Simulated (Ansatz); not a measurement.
`IC1=[CH][AlH][CH2]1`, charge 0, multiplicity 1.

Give a relaxed structure at PBE0-D4/def2-TZVP (Ansatz 0.2.0). (Best estimate.)

Computed: 
```xyz
9

I    -2.782   -0.089   -0.779
C    -0.743    0.140   -0.214
C    -0.138    1.333   -0.093
Al    1.418    0.323    0.385
C     0.079   -1.090    0.068
H    -0.623    2.283   -0.269
H     2.932    0.526    0.800
H    -0.311   -1.678    0.901
H     0.167   -1.749   -0.799
```
Point group Cs.
This is one stationary point; other conformers may exist.
